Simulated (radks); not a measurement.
Charge is removed step by step from the 3s down level of the cobalt ion Co+, starting from [Ne] 3s(up 1, down 1) 3p6 3d8. Method: non-relativistic Kohn-Sham, PBEsol, spin-polarised, spherical densities, point nucleus; open shells are filled with parallel spins first; computed with a radial shooting solver on a logarithmic mesh with Libxc functionals.

\begin{tabular}{lrrr}
removed (e) & E - E(0) (eV) & eigenvalue (eV) & E minus straight line (eV) \\ \hline
0 & 0.000 & -101.44 & 0.000 \\
0.1 & 10.215 & -102.87 & -0.708 \\
0.2 & 20.577 & -104.36 & -1.270 \\
0.3 & 31.088 & -105.89 & -1.682 \\
0.4 & 41.756 & -107.46 & -1.939 \\
0.5 & 52.582 & -109.07 & -2.036 \\
0.6 & 63.572 & -110.73 & -1.970 \\
0.7 & 74.728 & -112.41 & -1.736 \\
0.8 & 86.056 & -114.14 & -1.332 \\
0.9 & 97.557 & -115.89 & -0.755 \\
1 & 109.24 & -117.68 & 0.000 \\
\end{tabular}

Removing the whole electron costs 109.24 eV by Delta-SCF, against 101.44 eV from minus the eigenvalue at the starting occupation. Slater's transition state (half an electron removed) gives 109.07 eV. Integrating minus the eigenvalue over the occupation (Janak's theorem) gives 109.24 eV. The mean slope of the eigenvalue, de/dn, is 16.2 eV per electron.
